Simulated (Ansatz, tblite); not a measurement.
Cost and result up the ladder for diphenyliodonium iodide, `[I-].c1ccc([I+]c2ccccc2)cc1` (24 atoms). Charge 0, multiplicity 1. Geometry: PBE-D4/def2-SVP.

| atom | x (Å) | y (Å) | z (Å) |
| --- | --- | --- | --- |
| I1 | -0.585 | -2.211 | -1.521 |
| C2 | -3.050 | -1.625 | 3.532 |
| C3 | -2.918 | -0.247 | 3.310 |
| C4 | -1.968 | 0.233 | 2.387 |
| C5 | -1.179 | -0.704 | 1.717 |
| I6 | 0.473 | 0.192 | 0.491 |
| C7 | 1.449 | 0.834 | -1.433 |
| C8 | 1.512 | 2.220 | -1.589 |
| C9 | 2.254 | 2.725 | -2.674 |
| C10 | 2.896 | 1.846 | -3.559 |
| C11 | 2.804 | 0.457 | -3.370 |
| C12 | 2.058 | -0.067 | -2.298 |
| C13 | -1.295 | -2.078 | 1.900 |
| C14 | -2.240 | -2.537 | 2.835 |
| H15 | -3.799 | -1.995 | 4.249 |
| H16 | -3.562 | 0.469 | 3.843 |
| H17 | -1.860 | 1.314 | 2.204 |
| H18 | 1.001 | 2.903 | -0.892 |
| H19 | 2.312 | 3.814 | -2.829 |
| H20 | 3.467 | 2.246 | -4.410 |
| H21 | 3.309 | -0.234 | -4.063 |
| H22 | 1.941 | -1.154 | -2.158 |
| H23 | -0.680 | -2.782 | 1.317 |
| H24 | -2.341 | -3.620 | 3.011 |

Ansatz on 4 threads of Arm Neoverse V1 on a shared host; xTB runs through tblite on one thread. Times are rough, summed over both states, and most runs start from the orbitals of an earlier one. No level here is sound enough to serve as a yardstick. The other state is a triplet.

In the def2 sets I takes a core potential; there is no spin–orbit coupling. The xTB rows come from tblite.

xTB has no spin-polarisation term.

```json
{"level": "GFN2-xTB", "functions": "76", "wall time": "0.047 s", "vertical triplet (eV)": "1.55", "remarks": "–"}
{"level": "GFN1-xTB", "functions": "86", "wall time": "0.054 s", "vertical triplet (eV)": "1.12", "remarks": "–"}
{"level": "PBE-D4/def2-SVP", "functions": "270", "wall time": "23 s", "vertical triplet (eV)": "0.86", "remarks": "restricted SCF unstable in HF (singlet)"}
{"level": "PBE0-D4/def2-SVP", "functions": "270", "wall time": "66 s", "vertical triplet (eV)": "0.60", "remarks": "restricted SCF unstable in HF (singlet)"}
```
